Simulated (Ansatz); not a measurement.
Isolated molecules relaxed with PBE0-D4/def2-TZVP in Ansatz; ΔE leaves out vibrations. CCSD(T)/CBS adds triple-zeta CCSD(T) − MP2 to the extrapolated MP2 energy (def2 sets, frozen cores). Functionals use def2-TZVPP. B3LYP here is the variant with VWN-RPA as its local correlation; programs differ in this. Each species was taken in one conformer, which may not be the lowest.

Consider the formal exchange of groups at the Si–Si bond: `[SiH3][SiH]1CBC1` + `C=CC(=C)Cl` → `C=CC(=C)[SiH3]` + `Cl[SiH]1CBC1`.

```json
{"level": "PBE-D4", "ΔE (kJ/mol)": "-122.3", "difference from CCSD(T)/CBS": "24.5"}
{"level": "r2SCAN-D4", "ΔE (kJ/mol)": "-138.5", "difference from CCSD(T)/CBS": "8.3"}
{"level": "PBE0-D4", "ΔE (kJ/mol)": "-133.6", "difference from CCSD(T)/CBS": "13.2"}
{"level": "B3LYP-D4", "ΔE (kJ/mol)": "-142.4", "difference from CCSD(T)/CBS": "4.4"}
{"level": "ωB97X-V", "ΔE (kJ/mol)": "-145.5", "difference from CCSD(T)/CBS": "1.3"}
{"level": "ωB97M-V", "ΔE (kJ/mol)": "-152.3", "difference from CCSD(T)/CBS": "-5.5"}
{"level": "B2PLYP", "ΔE (kJ/mol)": "-146.7", "difference from CCSD(T)/CBS": "0.1"}
{"level": "PBE", "ΔE (kJ/mol)": "-121.8", "difference from CCSD(T)/CBS": "25.0"}
{"level": "r2SCAN", "ΔE (kJ/mol)": "-138.5", "difference from CCSD(T)/CBS": "8.3"}
{"level": "PBE0", "ΔE (kJ/mol)": "-133.3", "difference from CCSD(T)/CBS": "13.5"}
{"level": "B3LYP", "ΔE (kJ/mol)": "-141.6", "difference from CCSD(T)/CBS": "5.2"}
{"level": "HF/def2-TZVPP", "ΔE (kJ/mol)": "-171.8", "difference from CCSD(T)/CBS": "-25.0"}
{"level": "MP2/def2-TZVPP", "ΔE (kJ/mol)": "-151.8", "difference from CCSD(T)/CBS": "-5.0"}
{"level": "SCS-MP2/def2-TZVPP", "ΔE (kJ/mol)": "-152.3", "difference from CCSD(T)/CBS": "-5.5"}
{"level": "CCSD/def2-TZVPP", "ΔE (kJ/mol)": "-149.4", "difference from CCSD(T)/CBS": "-2.6"}
{"level": "CCSD(T)/def2-TZVPP", "ΔE (kJ/mol)": "-144.2", "difference from CCSD(T)/CBS": "2.6"}
{"level": "HF/def2-QZVPP", "ΔE (kJ/mol)": "-172.5", "difference from CCSD(T)/CBS": "-25.7"}
{"level": "MP2/def2-QZVPP", "ΔE (kJ/mol)": "-153.5", "difference from CCSD(T)/CBS": "-6.7"}
{"level": "SCS-MP2/def2-QZVPP", "ΔE (kJ/mol)": "-154.4", "difference from CCSD(T)/CBS": "-7.6"}
{"level": "HF/CBS(def2)", "ΔE (kJ/mol)": "-172.6", "difference from CCSD(T)/CBS": "-25.8"}
{"level": "MP2/CBS(def2)", "ΔE (kJ/mol)": "-154.3", "difference from CCSD(T)/CBS": "-7.5"}
{"level": "CCSD/CBS(def2)", "ΔE (kJ/mol)": "-151.9", "difference from CCSD(T)/CBS": "-5.1"}
{"level": "CCSD(T)/CBS", "ΔE (kJ/mol)": "-146.8", "difference from CCSD(T)/CBS": "0"}
```

Largest T1 diagnostic among the species: 0.013.

In def2-TZVPP, CCSD(T) changes the Hartree–Fock value by +27.5 kJ/mol (the triples alone add +5.1 kJ/mol) and MP2 by +20.0 kJ/mol. From PBE to PBE0 (25 % exact exchange), in def2-TZVPP and without D4, ΔE moves by −11.5 kJ/mol.
